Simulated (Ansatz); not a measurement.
`F[CH]([SiH3])[ZnH]` + `[SH][GaH2]` → `[ZnH][S][GaH2]` + `FC[SiH3]` at 500 K and 1 bar (ligand exchange at a Zn–C bond).

Calculated with Ansatz (gas phase, PBE0-D4/def2-TZVP geometries, no zero-point term in ΔE). CBS: MP2 limit from def2 TZ/QZ plus the TZ coupled-cluster correction, frozen cores. For Ga, Zn outer-core shells are correlated without core-valence functions, which leaves a few kJ/mol of doubt a bond. Scalar relativity is left out up to krypton.

```
             species  CCSD(T)/CBS energy (Eh)  H − E (kJ/mol)  S (J/(mol·K))
`F[CH]([SiH3])[ZnH]`              -2208.26193           174.3          403.9
        `[SH][GaH2]`              -2323.53734            87.2          313.7
    `[ZnH][S][GaH2]`              -4101.94463            94.7          385.7
          `FC[SiH3]`               -429.90570           175.1          332.8
```

H − E and S are ideal-gas, rigid-rotor, harmonic terms from PBE0-D4/def2-TZVP, for one conformer and one mirror image of each species. 1 Eh = 2625.50 kJ/mol, R = 8.31446 J/(mol·K).

Task: By hand: ΔE, ΔH, ΔS and ΔG.

Result: ΔE = (-4101.94463) + (-429.90570) − (-2208.26193) − (-2323.53734) = -0.05106 Eh = -134.1 kJ/mol. Δ(H − E) = 94.7 + 175.1 − 174.3 − 87.2 = 8.3, so ΔH = -125.8 kJ/mol. ΔS = 385.7 + 332.8 − 403.9 − 313.7 = 0.9 J/(mol·K). ΔG = -125.8 − 500 × (0.9)/1000 = -126.2 kJ/mol.

Task: By hand: the equilibrium constant, and the temperature at which ΔG would vanish if ΔH and ΔS stayed fixed.

Result: log₁₀ K = −ΔG/(RT ln 10) = 13.2. ΔH and −TΔS have one sign here, so there is no such temperature.

The number of gas molecules stays the same, so ΔS is small and ΔH decides. A doubt of 5 kJ/mol in ΔE shifts log₁₀ K by 0.5 here. Other conformers and mirror images would add mixing entropy, several J/(mol·K) or more a flexible species. These are equilibria of isolated gas molecules and say nothing of rates. Largest T1 diagnostic: 0.015 (customary marks: 0.02 for closed shells, 0.045 for open ones).

ΔS is within the doubt of such terms, so its sign, and with it that verdict, could turn.
